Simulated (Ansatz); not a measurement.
Basis-set extrapolation for `CCC1=C[SiH2]1` (PBE0-D4/def2-TZVP geometry, frozen core, the Gaussian-basis code of Ansatz). Multiplicity 1, RHF reference.

```
                      def2-TZVPP   def2-QZVPP
                 HF  -445.060872  -445.076932
    MP2 correlation    -0.783843    -0.834194
CCSD(T) correlation    -0.870049      not run
```

Energies in hartree. Use E(X) = E(∞) + A·exp(−7.88·√X) for Hartree–Fock and E(X) = E(∞) + B·X^(−2.97) for correlation, with X = 3 and 4, and add CCSD(T) minus MP2 of the smaller set to the MP2 limit.

Task: What is the CCSD(T) energy at the basis-set limit?

Result: HF limit: -445.076932 + (-0.016060) × 0.13774 = -445.07914. MP2 limit: -0.834194 + (-0.050351) × 0.74074 = -0.87149. Higher-order term: -0.870049 − (-0.783843) = -0.08621. Total: -446.03684 hartree, 278.1 kJ/mol below CCSD(T)/def2-TZVPP.
